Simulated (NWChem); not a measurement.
System: C₅H₃N; SMILES C#C/C=C/C#N

Give the equilibrium geometry at PBE-D3(BJ)/def2-SVP (NWChem) as a Z-matrix, with the point group.

point group Cs; any orientation.
```
C
C 1 1.3663
H 2 1.1026 1 120.33
H 1 1.1047 2 118.92 3 180.00
C 1 1.4147 4 117.07 2 180.00
C 5 1.2270 4 150.94 1 180.00
H 6 1.0816 4 161.91 1 180.00
C 2 1.4227 3 116.87 1 180.00
N 8 1.1759 3 151.64 2 180.00
```
